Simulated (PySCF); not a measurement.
Isomers of C8H13Cl.

All values: PBE0/pcSseg-1 (PySCF) at GFN2-xTB geometries, gas phase, one conformer each.

Question: Rank by HOMO–LUMO gap, lowest first.
A. `[CH2:1]=[C:2]=[CH:3][C@@H:4]([CH2:5][Cl:6])[CH2:7][CH2:8][CH3:9]` with C2–C3–C4–C5 110°, C3–C4–C5–Cl6 61°, C3–C4–C7–C8 64°, C4–C7–C8–C9 180°
B. `[CH2:1]=[C:2]1[CH2:3][C@@:4]1([CH2:5][Cl:6])[CH2:7][CH2:8][CH3:9]` with C3–C4–C5–Cl6 76°, C3–C4–C7–C8 143°, C4–C7–C8–C9 -176°
C. `C1[C@H]2C[C@@H]1[C@@H](C)[C@H](Cl)C2`

Answer: B (7.68 eV), A (7.81 eV), C (8.80 eV).

Question: Rank by LUMO energy, lowest first.
A. `[C@@H]1(C)C[C@H]2C[C@@H]1C[C@@H]2Cl`
B. `[CH2:1]=[C:2]1[CH2:3][C@@:4]1([CH2:5][Cl:6])[CH2:7][CH2:8][CH3:9]` with C3–C4–C5–Cl6 76°, C3–C4–C7–C8 143°, C4–C7–C8–C9 -176°
C. `[CH2:1]=[CH:2][C@@H:3]1[CH2:4][CH2:5][CH2:6][CH2:7][C@@H:8]1[Cl:9]` with C1–C2–C3–C4 -121°, C2–C3–C4–C5 178°, C3–C4–C5–C6 59°, C4–C5–C6–C7 -57°, C5–C6–C7–C8 56°

Answer: B (-0.05 eV), C (0.37 eV), A (0.76 eV).

Question: Rank by HOMO energy, lowest first.
A. `C[C@H]1[C@H](Cl)C[C@H]2C[C@@H]1C2`
B. `[CH2:1]=[C:2]1[CH2:3][C@@:4]1([CH2:5][Cl:6])[CH2:7][CH2:8][CH3:9]` with C3–C4–C5–Cl6 76°, C3–C4–C7–C8 143°, C4–C7–C8–C9 -176°
C. `[CH2:1]=[CH:2][C@@H:3]1[CH2:4][CH2:5][CH2:6][CH2:7][C@@H:8]1[Cl:9]` with C1–C2–C3–C4 -121°, C2–C3–C4–C5 178°, C3–C4–C5–C6 59°, C4–C5–C6–C7 -57°, C5–C6–C7–C8 56°

Answer: A (-8.01 eV), B (-7.73 eV), C (-7.52 eV).

All values together:

| SMILES | μ (D) | HOMO (eV) | LUMO (eV) | lowest IAO charge (e) | highest IAO charge (e) | lowest Hirshfeld charge (e) | highest Hirshfeld charge (e) |
| --- | --- | --- | --- | --- | --- | --- | --- |
| C[C@@H]1[C@H]2C[C@@H](C[C@H]1Cl)C2 | 2.31 | -8.01 | 0.80 | -0.420 (C) | +0.150 (H) | -0.122 (C) | +0.042 (H) |
| C=C[C@@H]1CCCC[C@@H]1Cl | 1.99 | -7.52 | 0.37 | -0.323 (C) | +0.157 (H) | -0.106 (C) | +0.046 (H) |
| C=C=C[C@@H](CCl)CCC | 2.04 | -7.44 | 0.37 | -0.416 (C) | +0.171 (H) | -0.120 (C) | +0.056 (H) |
| C=C1C[C@@]1(CCl)CCC | 1.92 | -7.73 | -0.05 | -0.416 (C) | +0.164 (H) | -0.116 (C) | +0.054 (H) |
| C[C@@H]1C[C@H]2C[C@@H]1C[C@@H]2Cl | 2.44 | -8.07 | 0.76 | -0.418 (C) | +0.154 (H) | -0.120 (C) | +0.041 (H) |

Conformers: `[CH2:1]=[CH:2][C@@H:3]1[CH2:4][CH2:5][CH2:6][CH2:7][C@@H:8]1[Cl:9]` with C1–C2–C3–C4 -121°, C2–C3–C4–C5 178°, C3–C4–C5–C6 59°, C4–C5–C6–C7 -57°, C5–C6–C7–C8 56°; `[CH2:1]=[C:2]=[CH:3][C@@H:4]([CH2:5][Cl:6])[CH2:7][CH2:8][CH3:9]` with C2–C3–C4–C5 110°, C3–C4–C5–Cl6 61°, C3–C4–C7–C8 64°, C4–C7–C8–C9 180°; `[CH2:1]=[C:2]1[CH2:3][C@@:4]1([CH2:5][Cl:6])[CH2:7][CH2:8][CH3:9]` with C3–C4–C5–Cl6 76°, C3–C4–C7–C8 143°, C4–C7–C8–C9 -176°.
